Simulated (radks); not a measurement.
Ce4+, configuration [Xe].

Calculated with a radial shooting solver on a logarithmic mesh with Libxc functionals: scalar-relativistic Kohn-Sham, TASK exchange with Perdew-Wang LDA correlation, spin-polarised, spherical densities, finite nucleus; meta-GGA in the generalised Kohn-Sham scheme; Fermi nuclear charge, rms radius 4.8771 fm.

Energy parts (eV):
| part | energy |
|---|---|
| total | -241006.79 |
| kinetic | 255407.99 |
| electron-nucleus | -581409.85 |
| Hartree | 90614.62 |
| exchange-correlation | -5619.55 |

Orbitals (lengths in bohr, moments of r in powers of bohr; r(max) is where P^2 peaks):
1s: occ. 2; eigenvalue (eV) -40380.59; r(max) 0.01574; <1/r> 63.30; <r> 0.02459
2s: occ. 2; eigenvalue (eV) -6529.536; r(max) 0.08911; <1/r> 14.60; <r> 0.1053
2p: occ. 6; eigenvalue (eV) -5851.341; r(max) 0.07169; <1/r> 13.82; <r> 0.09245
3s: occ. 2; eigenvalue (eV) -1451.121; r(max) 0.2547; <1/r> 5.309; <r> 0.2787
3p: occ. 6; eigenvalue (eV) -1234.556; r(max) 0.2493; <1/r> 5.025; <r> 0.2767
3d: occ. 10; eigenvalue (eV) -926.0650; r(max) 0.2053; <1/r> 4.760; <r> 0.2537
4s: occ. 2; eigenvalue (eV) -333.0093; r(max) 0.5932; <1/r> 2.215; <r> 0.6373
4p: occ. 6; eigenvalue (eV) -261.3587; r(max) 0.6186; <1/r> 2.048; <r> 0.6733
4d: occ. 10; eigenvalue (eV) -157.3465; r(max) 0.6498; <1/r> 1.794; <r> 0.7382
5s: occ. 2; eigenvalue (eV) -81.0141; r(max) 1.351; <1/r> 0.9086; <r> 1.468
5p: occ. 6; eigenvalue (eV) -61.1377; r(max) 1.494; <1/r> 0.8040; <r> 1.636

The highest occupied level is 5p at -61.138 eV. The density falls to 0.001 e/bohr^3 at r = 3.28 bohr.

Empty levels of this run are not shown, since the potential may be unsettled where no density lies.
